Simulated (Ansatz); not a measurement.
Reaction (formal exchange of groups at a C–O bond): `C[O][Zr]([OH])([Cl])[c]1ccccc1` + `N=C[SiH2]F` → `C[SiH](F)C=N` + `[OH][Zr]([OH])([Cl])[c]1ccccc1`

Calculated with Ansatz (gas phase, PBE0-D4/def2-TZVP geometries, no zero-point term in ΔE). CCSD(T)/CBS is the MP2 limit (def2-TZVPP, def2-QZVPP) plus CCSD(T) − MP2 in def2-TZVPP, frozen cores. DFT in def2-TZVPP. B3LYP here is the variant with VWN-RPA as its local correlation; programs differ in this. Elements past krypton have def2 core potentials. For Zr outer-core shells are correlated without core-valence functions, which leaves a few kJ/mol of doubt a bond. Each species was taken in one conformer, which may not be the lowest.

`C[O][Zr]([OH])([Cl])[c]1ccccc1`:

Cartesian coordinates in Å:
```
C -2.477 -2.661 0.781
O -1.212 -2.235 0.387
Zr 0.514 -1.790 -0.260
O 0.787 -2.216 -2.106
Cl 2.193 -2.697 1.157
C 0.600 0.418 -0.131
C 0.078 1.081 0.986
C 0.181 2.457 1.127
C 0.810 3.207 0.144
C 1.334 2.577 -0.976
C 1.228 1.200 -1.109
H -2.986 -3.172 -0.042
H -3.083 -1.802 1.085
H -2.399 -3.351 1.627
H 0.724 -2.656 -2.950
H -0.423 0.518 1.771
H -0.230 2.948 2.003
H 0.892 4.283 0.249
H 1.825 3.162 -1.747
H 1.643 0.729 -1.996
```

`N=C[SiH2]F`:

Cartesian coordinates in Å:
```
N -0.571 0.677 1.615
C 0.034 0.855 0.513
Si 0.242 -0.468 -0.808
F -0.475 -1.778 -0.230
H -0.929 -0.279 1.691
H 0.452 1.855 0.345
H -0.425 -0.083 -2.075
H 1.672 -0.778 -1.050
```

`C[SiH](F)C=N`:

```xyz
11

C    -0.874   -1.101    0.914
Si   -0.037   -0.370   -0.569
F    -1.126    0.344   -1.509
C     1.173    0.998   -0.107
N     1.072    2.208   -0.482
H    -0.136   -1.570    1.571
H    -1.595   -1.867    0.617
H    -1.399   -0.333    1.486
H     0.642   -1.414   -1.379
H     2.031    0.767    0.538
H     0.251    2.338   -1.079
```

`[OH][Zr]([OH])([Cl])[c]1ccccc1`:

Z-matrix (Å, degrees):
```
Zr
Cl 1 2.372
C 1 3.171 2 105.9
O 1 1.909 2 111.4 3 92.2
C 1 3.169 2 105.6 3 -46.2
O 1 1.909 2 111.4 3 -138.4
C 1 2.209 2 107.8 3 -23.1
C 3 1.387 1 157.8 2 -89.3
H 3 1.087 1 83.6 2 85.3
H 4 0.953 1 164.2 2 90.1
C 5 1.387 1 157.9 2 90.0
H 5 1.087 1 83.5 2 -84.6
H 6 0.953 1 163.4 2 -91.2
C 8 1.388 3 119.8 1 -6.4
H 8 1.085 3 120.1 1 173.7
H 11 1.085 5 120.1 1 -173.6
H 14 1.084 8 120.0 3 -180.0
```

Is it downhill or uphill in electronic energy at CCSD(T)/CBS, and by how much? (Best estimate.)

Ansatz gave: Downhill: ΔE = -97.4 kJ/mol.

What do these levels give: r2SCAN-D4, PBE0-D4, B3LYP-D4, ωB97M-V, B2PLYP, r2SCAN, B3LYP, HF/def2-TZVPP, CCSD/def2-TZVPP, HF/def2-QZVPP, HF/CBS(def2), MP2/CBS(def2)? (An estimate is asked.)

The calculation gave: r2SCAN-D4 -98.2, PBE0-D4 -96.6, B3LYP-D4 -89.7, ωB97M-V -99.5, B2PLYP -90.8, r2SCAN -98.4, B3LYP -88.2, HF/def2-TZVPP -83.1, CCSD/def2-TZVPP -92.0, HF/def2-QZVPP -82.6, HF/CBS(def2) -82.6, MP2/CBS(def2) -102.9 kJ/mol.

Largest T1 diagnostic among the species: 0.015.

From PBE to PBE0 (25 % exact exchange), in def2-TZVPP and without D4, ΔE moves by −3.2 kJ/mol. In def2-TZVPP, CCSD(T) changes the Hartree–Fock value by −8.6 kJ/mol (the triples alone add +0.3 kJ/mol) and MP2 by −14.1 kJ/mol.
